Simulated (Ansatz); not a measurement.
`[NH2][In]([NH2])[Te][SiH]1[PH][GeH2]1` at its PBE0-D4/def2-TZVP geometry, where that method's forces vanish. Charge 0, multiplicity 1. In, Te: def2 effective core potential.

```xyz
15

N    -1.1605    1.8894    3.1086
In   -0.6290    0.9730    1.3883
N    -0.8451   -1.0340    1.2488
Te    0.3361    2.5304   -0.5845
Si    1.2406    0.6952   -1.9813
P     2.2297   -1.1916   -1.2172
Ge    0.2697   -1.3182   -2.5746
H    -1.1838    1.3192    3.9422
H    -0.6987    2.7616    3.3214
H    -1.4778   -1.4482    1.9202
H    -1.0652   -1.3996    0.3329
H     2.0295    1.3200   -3.0728
H     1.4006   -1.2238   -0.0586
H    -0.9410   -1.8966   -1.8343
H     0.4948   -1.9767   -3.9390
```

Question: What forces (eV/Å) does ωB97M-V/def2-TZVPP give on these atoms in Ansatz 0.2.0? (An estimate is asked.)

Answer: The calculation gave: 
```
N1   0.061 -0.030 -0.009
In2  0.045  0.060 -0.085
N3  -0.066  0.043  0.004
Te4 -0.026 -0.136  0.057
Si5  0.060  0.039 -0.105
P6  -0.092  0.009  0.070
Ge7 -0.025 -0.023 -0.011
H8  -0.013  0.049 -0.017
H9  -0.032 -0.030  0.017
H10  0.024 -0.007 -0.037
H11  0.018 -0.020  0.044
H12 -0.095 -0.078  0.123
H13  0.064  0.021 -0.108
H14  0.097  0.041 -0.059
H15 -0.020  0.061  0.117
```
